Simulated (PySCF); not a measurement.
Be(I)(NMe2) (C2H6BeIN), SMILES C[N](C)[Be][I].

Coordinates come from a PBE0-D3(BJ)/def2-SVP optimisation. The structure was generated by enumeration; whether it is a known compound was not checked. The def2 effective core potentials stand for the cores of I; spin–orbit coupling is left out. Other conformers were not sampled.

The numbers are results of ωB97X/def2-TZVP run with PySCF, not measurements.

Symmetry labels are those of the subgroup C2v that the program uses (full group C2v).

Computed valence orbital energies around the gap with their symmetry:
| orbital | symmetry | energy (eV) |
|---|---|---|
| HOMO−7 | B2 | -15.22 |
| HOMO−6 | A2 | -13.58 |
| HOMO−5 | B2 | -13.03 |
| HOMO−4 | A1 | -12.33 |
| HOMO−3 | A1 | -11.70 |
| HOMO−2 | B1 | -10.08 |
| HOMO−1 | B2 | -9.97 |
| HOMO | B1 | -8.82 |
| LUMO | A1 | 1.38 |
| LUMO+1 | B2 | 1.78 |
| LUMO+2 | B1 | 2.43 |
| LUMO+3 | A1 | 3.28 |
